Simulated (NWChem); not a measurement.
CH6GeMg; SMILES [CH3][Mg][GeH3]

B3LYP is NWChem's, with the RPA form of VWN correlation.

Question: Give the equilibrium geometry at B3LYP/6-31G* (spherical d) (NWChem) as a Z-matrix, with the point group.

Answer: point group C3; any orientation.
```
Mg
C 1 2.0916
H 2 1.0979 1 111.71
H 2 1.0979 3 107.15 1 -122.61
H 2 1.0980 3 107.15 4 -114.72
Ge 1 2.6012 4 157.76 2 -179.98
H 6 1.5593 1 114.62 4 -34.06
H 6 1.5594 7 103.93 1 -125.80
H 6 1.5595 7 103.93 8 -108.46
```
